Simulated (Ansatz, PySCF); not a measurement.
H7Si3, SMILES [SiH3][SiH][SiH3] (connectivity only; charge and spin as stated), charge +1, multiplicity 1. Atoms are numbered in the order given.

```xyz
10

Si     2.1104     0.3278     0.3417
Si     0.0559    -0.4158    -0.5553
Si    -2.1556     0.0437     0.1356
H      2.5503    -0.9111     1.0515
H      1.8127     1.4583     1.2563
H      2.9661     0.6629    -0.8274
H      0.1727    -1.3175    -1.7415
H     -2.8800    -1.2528     0.0591
H     -2.5698     1.0075    -0.9281
H     -2.0820     0.6512     1.4879
```
Charge +1, spin multiplicity 1.

Coordinates come from a PBE0-D3(BJ)/def2-SVP optimisation. The multiplicity is an assumed one; other spin states were not compared. The isomer is the one that the SMILES or the coordinates give; other isomers of the formula were not compared.

Two levels are set side by side: PBE-D3(BJ)/def2-SVP (Ansatz, a program for electronic structure) and PBE0-D3(BJ)/def2-SVP (PySCF). Each level has its own optimised geometry; the coordinates shown are those of the second. Frequencies come from the Hessian of PySCF at each geometry. Differences are taken from unrounded values.

```csv
quantity,PBE0-D3(BJ)
mean bond length (Å),1.683
bond Si1–Si2 (Å),2.362
bond Si2–Si3 (Å),2.362
bond Si1–H4 (Å),1.494
bond Si1–H5 (Å),1.484
bond Si1–H6 (Å),1.487
bond Si2–H7 (Å),1.495
bond Si3–H8 (Å),1.487
bond Si3–H9 (Å),1.494
bond Si3–H10 (Å),1.484
highest harmonic wavenumber (cm⁻¹),2298
mean harmonic wavenumber (cm⁻¹),1038
zero-point energy (kcal/mol),35.61
```

**Question.** What does PBE-D3(BJ) give, and how far is it from PBE0-D3(BJ)? (The exact figures need the calculation; the answer reports its results.)

**Answer.** 
```json
[
 {"quantity": "mean bond length (Å)", "PBE-D3(BJ)": "1.692", "PBE-D3(BJ) minus PBE0-D3(BJ)": "0.009"},
 {"quantity": "bond Si1–Si2 (Å)", "PBE-D3(BJ)": "2.362", "PBE-D3(BJ) minus PBE0-D3(BJ)": "0.000"},
 {"quantity": "bond Si2–Si3 (Å)", "PBE-D3(BJ)": "2.362", "PBE-D3(BJ) minus PBE0-D3(BJ)": "0.000"},
 {"quantity": "bond Si1–H4 (Å)", "PBE-D3(BJ)": "1.508", "PBE-D3(BJ) minus PBE0-D3(BJ)": "0.014"},
 {"quantity": "bond Si1–H5 (Å)", "PBE-D3(BJ)": "1.495", "PBE-D3(BJ) minus PBE0-D3(BJ)": "0.010"},
 {"quantity": "bond Si1–H6 (Å)", "PBE-D3(BJ)": "1.498", "PBE-D3(BJ) minus PBE0-D3(BJ)": "0.011"},
 {"quantity": "bond Si2–H7 (Å)", "PBE-D3(BJ)": "1.507", "PBE-D3(BJ) minus PBE0-D3(BJ)": "0.012"},
 {"quantity": "bond Si3–H8 (Å)", "PBE-D3(BJ)": "1.498", "PBE-D3(BJ) minus PBE0-D3(BJ)": "0.010"},
 {"quantity": "bond Si3–H9 (Å)", "PBE-D3(BJ)": "1.508", "PBE-D3(BJ) minus PBE0-D3(BJ)": "0.014"},
 {"quantity": "bond Si3–H10 (Å)", "PBE-D3(BJ)": "1.495", "PBE-D3(BJ) minus PBE0-D3(BJ)": "0.011"},
 {"quantity": "highest harmonic wavenumber (cm⁻¹)", "PBE-D3(BJ)": "2229", "PBE-D3(BJ) minus PBE0-D3(BJ)": "-68"},
 {"quantity": "mean harmonic wavenumber (cm⁻¹)", "PBE-D3(BJ)": "1000", "PBE-D3(BJ) minus PBE0-D3(BJ)": "-38"},
 {"quantity": "zero-point energy (kcal/mol)", "PBE-D3(BJ)": "34.30", "PBE-D3(BJ) minus PBE0-D3(BJ)": "-1.32"}
]
```

GGA bonds tend to be longer and softer than those of functionals with exact exchange. Differences between two approximate levels are no errors against the true value.
